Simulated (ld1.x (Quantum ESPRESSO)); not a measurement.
# What the settings do to the PAW potential of phosphorus

Base potential:

ld1.x (Quantum ESPRESSO) 7.5 input, shortened:

```
&input
   title='P', zed=15., rel=1, dft='PZ', iswitch=3,
   config='[Ne] 3s2 3p1'
 /
 &inputp
   pseudotype=3, lpaw=.true., tm=.true., lloc=-1, rcloc=1.30,
   nlcc=.true., new_core_ps=.true.,
   which_augfun='PSQ', rmatch_augfun_nc=.true.
 /
4
3S  1  0   2.00   0.00  1.15  1.55  0.0
3S  1  0   0.00   1.75  1.15  1.55  0.0
3P  2  1   1.00   0.00  1.50  1.60  0.0
3P  2  1   0.00  -0.25  1.50  1.60  0.0
 &test
   configts(1)='3s2 3p1'
 /
```

Cutoffs, loose and tight: the cutoffs (Ry, on a coarse ladder) from which the occupation-weighted sum of valence levels, in a spherical-Bessel basis at the reference potential, stays within 10 and 1 mRy of its value at 400 Ry. They do not see the model core or the augmentation charge, which bear on the density cutoff. Test errors are all-electron minus pseudo excitation energies from the reference, over the configurations 3s2 3p3; 3s2 3p2; 3s2 3p0; 3s1 3p0; 3s2 3p3.3; 3s1 3p4; 3s1 3p3 (two spin-polarised tests are not counted in the largest error). A dash means not determined; rows that change the core or the reference have their own tests.

The default core radius of the base comes out at 1.00 bohr.

```tsv
change	outcome	cutoff, loose	cutoff, tight	bound ghosts	largest test error (meV)
base	generated	15 Ry	25 Ry	none	-88
waves 3s (bound): rcut 1.15, rcutus 1.56 bohr; 3s channel at 1.75 Ry: rcut 1.15, rcutus 1.56 bohr	generated	15 Ry	25 Ry	none	-88
local potential all-electron potential smoothed inside 1.58 bohr (lloc = -1)	generated	15 Ry	25 Ry	none	-88
functional PBE	generated	15 Ry	25 Ry	none	-73
type RRKJ; waves now 3s (bound): rc 1.55 bohr; 3p (bound): rc 1.60 bohr; local potential the p channel; rho0 0.001	generated	25 Ry	55 Ry	none	+76
core correction a·sin(br)/r model core, default radius (ld1.x builds one for every PAW set, though the input has nlcc=.false.)	generated	15 Ry	25 Ry	none	-88
```

(1) What comes out with this change to the base: reference 3s2 3p3?

## Answers

(1) outcome: generated; cutoff, loose: 12 Ry; cutoff, tight: 25 Ry; bound ghosts: none; largest test error (meV): -47.
